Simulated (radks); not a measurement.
Numerical settings for the sulfur ion S+, [Ne] 3s2 3p3. All-electron calculation, scalar-relativistic Kohn-Sham, PBEsol, spin-polarised, spherical densities, finite nucleus; open shells are filled with parallel spins first; Fermi nuclear charge, rms radius 3.2611 fm. Program: a radial shooting solver on a logarithmic mesh with Libxc functionals. The defaults (mesh step 0.008 in ln r, mesh end at 40 bohr or more with all orbitals vanishing there, Anderson mixing 0.5 over 9 steps, residual threshold near 1e-9 with the energy settled to 1e-9 hartree or 1e-11 of itself, here a cap of 65 iterations) give E = -398.0607 hartree and 3p at -17.850 eV in 13 iterations. Run on one thread of a shared host, so times are rough (Arm Neoverse N1): 0.13 s of CPU time, 0.13 s wall, 13 iterations on 2189 mesh points. Changes against that run (0 stands for a change within the tolerance of the run):

setting                     iterations         converged  E (mhartree)  e(3p) (meV)  CPU (s)
mesh step in ln r 0.08              33               yes      +0.00709       +0.034     0.08
mesh step in ln r 0.05              13               yes             0            0     0.04
mesh step in ln r 0.12              65                no     -2.04e+06            -     0.26
mesh end (bohr) 12                  13               yes             0            0     0.13
mesh end (bohr) 1                   13  level above zero     +7.04e+04    +4.21e+05     0.09
residual threshold 0.01              9               yes             0      +0.0948      0.1
residual threshold 0.001             9               yes             0      +0.0948      0.1
mixing 0.01                         19               yes             0            0     0.18
linear mixing, mixing 0.05          65                no        +0.115         -181     0.54
linear mixing, mixing 1             46                no      diverged            -     0.41
mixing history 3                    16               yes             0            0     0.15
iteration cap 5                      5                no     +0.000774        +10.2     0.06

Settled on a wrong energy, with an occupied level pushed above zero by the early mesh end: mesh end (bohr) 1 (+70.4 hartree). Apart from these: no run marked as converged misses the energy by more than 1 mhartree. A mesh that ends early acts as a hard wall.
